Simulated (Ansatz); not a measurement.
Isolated molecules relaxed with PBE0-D4/def2-TZVP in Ansatz; ΔE leaves out vibrations. CCSD(T)/CBS is the MP2 limit (def2-TZVPP, def2-QZVPP) plus CCSD(T) − MP2 in def2-TZVPP, frozen cores. This one scheme is used for every species. Functionals use def2-TZVPP. Triplets are unrestricted, without spin–orbit coupling. One conformer a species, not always the lowest.

Consider the formal loss of a carbene: `CNBN` → `NBN` + `[CH2]` (triplet).

```tsv
level	ΔE (eV)
BLYP-D4	4.09
r2SCAN0-D4	3.86
LC-ωPBE	4.03
HF/def2-TZVPP	2.65
CCSD/def2-TZVPP	3.91
CCSD(T)/def2-TZVPP	4.03
HF/def2-QZVPP	2.65
CCSD/CBS(def2)	4.02
```

What does CCSD(T)/CBS give? (An estimate is asked.)

The calculation gave: +4.13 eV. The listed levels differ from it by -0.04, -0.27, -0.10, -1.48, -0.22, -0.10, -1.48, -0.11 eV.

Largest T1 diagnostic among the species: 0.011.

From PBE to PBE0 (25 % exact exchange), in def2-TZVPP and without D4, ΔE moves by −0.09 eV. The D4 term adds +0.09 eV with B3LYP and +0.05 eV with PBE0; it sums over pairs of atoms, weighted by their polarisabilities, and B3LYP, whose exchange is more repulsive, gets the larger term. In def2-TZVPP, CCSD(T) changes the Hartree–Fock value by +1.38 eV (the triples alone add +0.11 eV) and MP2 by +1.48 eV.

B3LYP here is the variant with VWN-RPA as its local correlation; programs differ in this.
